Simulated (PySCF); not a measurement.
C6H7ClOSi.
SMILES with atom numbers: `[Cl:1][SiH2:2][O:3][c:4]1[cH:5][cH:6][cH:7][cH:8][cH:9]1` (hydrogens: H10, H11 on Si2; H12 on C5; H13 on C6; H14 on C7; H15 on C8; H16 on C9)

Level: PBE0/pcSseg-1 and CAM-B3LYP/def2-SVPD in PySCF, non-relativistic, on one gas-phase PBE0-D3(BJ)/def2-SVP geometry that isn't relaxed in the solvent. The solvent is an IEF-PCM continuum (cavity from Bondi-type radii × 1.2). Only the electrostatic response of the medium enters.

Gas phase at PBE0/pcSseg-1: HOMO -6.92 eV, LUMO -0.44 eV, dipole 1.40 D.

Q: What does the continuum do to the energy, the frontier levels and the dipole at PBE0/pcSseg-1 in benzene and methanol?

A: 
| solvent | ε | E(solvent) − E(gas) (kcal/mol) | polarisation term (kcal/mol) | distortion of the solute (kcal/mol) | HOMO (eV) | LUMO (eV) | dipole (D) |
| --- | --- | --- | --- | --- | --- | --- | --- |
| benzene | 2.271 | -1.65 | -1.73 | 0.08 | -6.91 | -0.42 | 1.57 |
| methanol | 32.61 | -3.78 | -4.26 | 0.48 | -6.96 | -0.46 | 1.79 |

Polarisation term: ½ Σ q·V over the induced surface charges. Distortion: the rise of the solute's own energy as its density leaves the gas-phase optimum. From benzene to methanol the lowering changes by a factor 2.30, Onsager's factor (ε − 1)/(2ε + 1) by 2.08 and ε itself by 14.4.

Q: Which radius a makes the point-dipole formula ΔE = −[(ε − 1)/(2ε + 1)]·μ²/a³ give the value in methanol, with the gas-phase dipole?

A: μ = 0.553 au and |ΔE| = 0.00603 Eh give a = 1.53 Å; the farthest nucleus lies 4.14 Å from the centroid of the nuclei, so such a sphere wouldn't even hold the nuclei. The formula assumes a rigid point dipole at the centre of a sphere.

Q: Which Mulliken charges (PBE0/pcSseg-1) respond most in benzene (means over atoms taken as equivalent)?

A: 
| atoms | environment | gas (e) | solvent (e) | change |
| --- | --- | --- | --- | --- |
| Cl1 | silicon-bound chlorine | -0.338 | -0.350 | -0.012 |
| H10/H11 | Si–H hydrogen | -0.069 | -0.061 | +0.008 |
| H13/H15 | aromatic hydrogen | +0.100 | +0.108 | +0.008 |
| C7 | aromatic CH carbon | -0.087 | -0.094 | -0.007 |
| H14 | aromatic hydrogen | +0.098 | +0.104 | +0.006 |
| C6/C8 | aromatic CH carbon | -0.083 | -0.089 | -0.006 |
| H12/H16 | aromatic hydrogen | +0.117 | +0.122 | +0.005 |
| C5/C9 | aromatic CH carbon | -0.139 | -0.145 | -0.006 |
| C4 | aromatic carbon bearing oxygen | +0.279 | +0.276 | -0.003 |
| O3 | silyl ether oxygen | -0.633 | -0.637 | -0.004 |
| Si2 | chlorine-bound silicon | +0.829 | +0.830 | +0.001 |

Q: Which Mayer bond orders change most in benzene?

A: 
```
   bond  length (Å)    gas  solvent  change
Cl1–Si2       2.064  0.952    0.936  -0.016
 Si2–O3       1.660  0.945    0.940  -0.005
Si2–H10       1.486  0.931    0.936  +0.005
  C4–C5       1.398  1.389    1.386  -0.003
Si2–H11       1.479  0.936    0.939  +0.003
  C6–C7       1.393  1.438    1.436  -0.002
  C7–C8       1.395  1.421    1.419  -0.002
  C9–C4       1.397  1.409    1.407  -0.002
```

Gas phase at CAM-B3LYP/def2-SVPD: HOMO -8.10 eV, LUMO 0.58 eV, dipole 1.25 D.

Q: What does the continuum do to the energy, the frontier levels and the dipole at CAM-B3LYP/def2-SVPD in benzene?

A: 
| solvent | ε | E(solvent) − E(gas) (kcal/mol) | polarisation term (kcal/mol) | distortion of the solute (kcal/mol) | HOMO (eV) | LUMO (eV) | dipole (D) |
| --- | --- | --- | --- | --- | --- | --- | --- |
| benzene | 2.271 | -1.40 | -1.48 | 0.08 | -8.07 | 0.61 | 1.42 |

Q: How does the static polarisability (CAM-B3LYP/def2-SVPD, frozen core, with the continuum's full static response) change?

A: 
```
 medium  isotropic (au)  principal values (au)  ⟨r²⟩ of the electrons (bohr²)
    gas           110.0     77.1, 112.2, 140.6                         1977.4
benzene           126.1     87.8, 131.4, 159.1                         1976.8
```

The isotropic value in benzene is 1.15 times the gas-phase one; no cavity-field correction is applied. ⟨r²⟩ is taken about the centre of nuclear charge.

Shape of the structure used: `[Cl:1][SiH2:2][O:3][c:4]1[cH:5][cH:6][cH:7][cH:8][cH:9]1`: Cl1–Si2–O3–C4 71°, Si2–O3–C4–C5 -18°.
